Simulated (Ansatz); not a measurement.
Trisilylamine, H$_{9}$NSi$_{3}$. Charge 0, multiplicity 1.

Z-matrix (Å, degrees):
```
Si
N 1 1.740
H 1 1.485 2 108.9
H 1 1.485 2 108.9 3 120.5
H 1 1.489 2 112.2 3 -119.8
Si 2 1.740 1 119.8 3 -155.1
Si 2 1.740 1 119.8 3 33.9
H 6 1.485 2 108.9 1 34.6
H 6 1.485 2 108.9 1 155.1
H 6 1.489 2 112.2 1 -85.1
H 7 1.485 2 108.9 1 -155.6
H 7 1.489 2 112.2 1 84.7
H 7 1.485 2 108.9 1 -35.1
```

(1) List the harmonic frequencies (cm⁻¹, unscaled) at PBE0-D4/def2-TZVP in Ansatz. (Estimate.)

(2) Is this a minimum?

## Answers

(1) Computed: 109i, 20, 23, 171, 206, 208, 498, 650, 682, 683, 701, 701, 744, 927, 927, 937, 941, 941, 958, 968, 968, 1003, 1004, 1010, 2205, 2205, 2213, 2226, 2226, 2229, 2238, 2240, 2241.

(2) No: 1 imaginary mode, so it is a saddle point.
